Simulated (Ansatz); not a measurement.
Isolated molecules relaxed with PBE0-D4/def2-TZVP in Ansatz; ΔE leaves out vibrations. CBS: MP2 limit from def2 TZ/QZ plus the TZ coupled-cluster correction, frozen cores. DFT in def2-TZVPP. Each species was taken in one conformer, which may not be the lowest.

Consider the substitution at a C–Si bond: `C#C[SiH](Cl)OC` + `CC(O)O` → `C#COC(C)O` + `CO[SiH2]Cl`.

`C#C[SiH](Cl)OC`:

```xyz
11

C     2.396    1.120    0.315
C     1.221    0.948    0.528
Si   -0.543    0.665    0.871
Cl   -1.590    2.071   -0.194
O    -0.984   -0.834    0.439
C    -0.802   -1.396   -0.846
H     3.434    1.277    0.128
H    -0.855    0.816    2.300
H    -1.433   -0.892   -1.584
H     0.243   -1.328   -1.163
H    -1.088   -2.447   -0.794
```

`CC(O)O`:

```xyz
10

C    -0.772    0.250   -0.755
C     0.414   -0.257    0.025
O    -0.084   -1.048    1.071
O     1.229    0.776    0.509
H    -0.436    0.883   -1.577
H    -1.351   -0.582   -1.157
H    -1.425    0.832   -0.098
H     1.081   -0.844   -0.619
H     0.670   -1.375    1.571
H     0.673    1.365    1.031
```

`C#COC(C)O`:

```xyz
12

C     0.134    1.472   -2.592
C    -0.215    0.777   -1.680
O    -0.636    0.027   -0.713
C     0.204    0.006    0.472
C    -0.611   -0.685    1.530
O     1.413   -0.597    0.207
H     0.447    2.078   -3.406
H     0.433    1.044    0.726
H    -0.855   -1.701    1.210
H    -0.039   -0.730    2.457
H    -1.544   -0.149    1.709
H     1.269   -1.541    0.080
```

`CO[SiH2]Cl`:

Z-matrix (Å, degrees):
```
C
O 1 1.412
H 1 1.090 2 108.0
H 1 1.094 2 110.9 3 -119.3
H 1 1.096 2 111.5 3 119.3
Si 2 1.626 1 124.4 3 -170.8
Cl 6 2.057 2 111.0 1 -62.5
H 6 1.474 2 106.8 1 179.2
H 6 1.483 2 111.2 1 55.3
```

(1) Is it downhill or uphill in electronic energy at CCSD(T)/CBS, and by how much? (Estimate.)

(2) What do these levels give: r2SCAN-D4, PBE0-D4, ωB97M-V, PBE, r2SCAN0, RPA@PBE/def2-TZVPP? (Best estimate.)

Largest T1 diagnostic among the species: 0.012.

Answers

(1) The calculation gave: Uphill: ΔE = +139.0 kJ/mol.

(2) The calculation gave: r2SCAN-D4 124.5, PBE0-D4 121.3, ωB97M-V 128.5, PBE 115.0, r2SCAN0 125.3, RPA@PBE/def2-TZVPP 130.9 kJ/mol.

From BLYP to BHLYP (50 % exact exchange), in def2-TZVPP and without D4, ΔE moves by +7.3 kJ/mol. At CCSD(T), def2-SVP lies −23.6 kJ/mol from the extrapolated value and def2-TZVPP −3.7 kJ/mol. Leaving LDA and LC-ωPBE aside and taking each functional with its dispersion term where it has one, the values, not all of them listed here, spread over 12.6 kJ/mol, from PBE-D4 to PBE-QIDH. LDA lies −9.4 kJ/mol from PBE without D4.
